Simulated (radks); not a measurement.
Values are calculated unless marked as measured or tabulated.
Isoelectronic series with 19 electrons, all held in the configuration [Ar] 4s1, which need not be the ground one along the series. Code: a radial shooting solver on a logarithmic mesh with Libxc functionals. Model: Dirac Kohn-Sham, LDA (Slater exchange, Perdew-Wang correlation), spin-unpolarised, spherical densities, finite nucleus; Fermi nuclear charge, rms radius of each element as measured or else 0.836 A^(1/3) + 0.57 fm. Total energies (hartree) and orbital eigenvalues (eV):

| ion | E (hartree) | 4s1/2 | 3p3/2 | 3p1/2 | 3s1/2 |
|---|---|---|---|---|---|
| K | -600.56100 | -2.4277 | -18.7467 | -19.0179 | -35.1783 |
| Sc2+ | -761.46355 | -18.2565 | -54.5522 | -55.0962 | -76.2078 |
| V4+ | -942.79837 | -42.4747 | -104.1586 | -105.1257 | -131.2903 |
| Mn6+ | -1144.61037 | -74.2229 | -166.6103 | -168.1951 | -199.4760 |
| Co8+ | -1366.99233 | -113.2525 | -241.6096 | -244.0568 | -280.5075 |
| Cu10+ | -1610.06295 | -159.4647 | -329.0218 | -332.6331 | -374.3049 |
| Ga12+ | -1873.96073 | -212.8228 | -428.7804 | -433.9210 | -480.8664 |
| As14+ | -2158.84187 | -273.3227 | -540.8541 | -547.9594 | -600.2338 |
| Br16+ | -2464.87932 | -340.9800 | -665.2321 | -674.8154 | -732.4776 |
| Rb18+ | -2792.26246 | -415.8241 | -801.9172 | -814.5771 | -877.6902 |
| Nb22+ | -3511.90588 | -587.2409 | -1112.264 | -1133.255 | -1207.478 |
| Tc24+ | -3904.63010 | -683.9185 | -1285.969 | -1312.429 | -1392.319 |
| Rh26+ | -4319.62994 | -787.9913 | -1472.068 | -1505.022 | -1590.663 |
| Ag28+ | -4757.18645 | -899.5300 | -1670.593 | -1711.198 | -1802.680 |
| In30+ | -5217.59830 | -1018.612 | -1881.583 | -1931.138 | -2028.556 |
| Sb32+ | -5701.18928 | -1145.321 | -2105.079 | -2165.038 | -2268.491 |
| I34+ | -6208.30487 | -1279.749 | -2341.126 | -2413.108 | -2522.705 |
| Cs36+ | -6739.3184 | -1421.996 | -2589.770 | -2675.577 | -2791.433 |
| La38+ | -7294.6273 | -1572.168 | -2851.064 | -2952.692 | -3074.929 |
| Pr40+ | -7874.6609 | -1730.380 | -3125.062 | -3244.717 | -3373.466 |
| Pm42+ | -8479.8685 | -1896.756 | -3411.820 | -3551.940 | -3687.335 |
